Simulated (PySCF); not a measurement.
Compound: C8H14.
Numbering: `[CH2:1]1[CH2:2][C@H:3]2[CH2:4][CH2:5][CH2:6][C@H:7]2[CH2:8]1` (hydrogens: H9, H10 on C1; H11, H12 on C2; H13 on C3; H14, H15 on C4; H16, H17 on C5; H18, H19 on C6; H20 on C7; H21, H22 on C8)

Computed geometry: GFN2-xTB, gas phase.

Problem. Give the optimised bond lengths and angles.

Solution. 
```json
{"bond": "C1–C2 and 3 like bonds", "length (pm)": "152.6"}
{"bond": "C2–C3 and 3 like bonds", "length (pm)": "153.4"}
{"bond": "C3–C7", "length (pm)": "155.2"}
{"bond": "C1–H9, C5–H16", "length (pm)": "109.0"}
{"bond": "C1–H10, C5–H17", "length (pm)": "109.0"}
{"bond": "C2–H11 and 3 like bonds", "length (pm)": "109.0"}
{"bond": "C2–H12 and 3 like bonds", "length (pm)": "109.1"}
{"bond": "C3–H13, C7–H20", "length (pm)": "109.2"}
```

Bonds in one row agree within 1 pm and their mean is given. A selection of angles:
```json
{"angle": "C2–C1–C8", "degrees": "103.0"}
{"angle": "C1–C2–C3", "degrees": "104.3"}
{"angle": "C2–C3–C4", "degrees": "113.9"}
{"angle": "C2–C3–C7", "degrees": "105.8"}
```

Torsions: C8–C1–C2–C3 -39° (synclinal); C1–C2–C3–C4 -91° (anticlinal); C2–C3–C4–C5 140° (anticlinal); C3–C4–C5–C6 -40° (synclinal); C4–C5–C6–C7 40° (synclinal); C5–C6–C7–C8 -141° (anticlinal); C6–C7–C8–C1 91° (anticlinal); C2–C1–C8–C7 39° (synclinal); C2–C3–C7–C6 -121° (anticlinal).

Of the pairs four or more bonds apart, H11···H15 is among the closest relative to their van der Waals radii: 2.42 Å, 101 % of the sum of Bondi's values. The 5-membered ring C1–C2–C3–C7–C8 has internal angles of 103.0° to 105.8°; it is puckered, 0.18 Å rms from its mean plane, widest ring torsion 39°. The C–C distances run from 1.525 Å (C5–C6, drawn single) to 1.552 Å (C3–C7, drawn single), a spread of 0.027 Å. The 5-membered ring C3–C4–C5–C6–C7 has internal angles of 102.5° to 105.7°; it is puckered, 0.18 Å rms from its mean plane, widest ring torsion 40°.

Point group: Cs (tolerance 0.08 Å). Whether it is a minimum is left open (no frequencies). The numbers are those of one conformer.
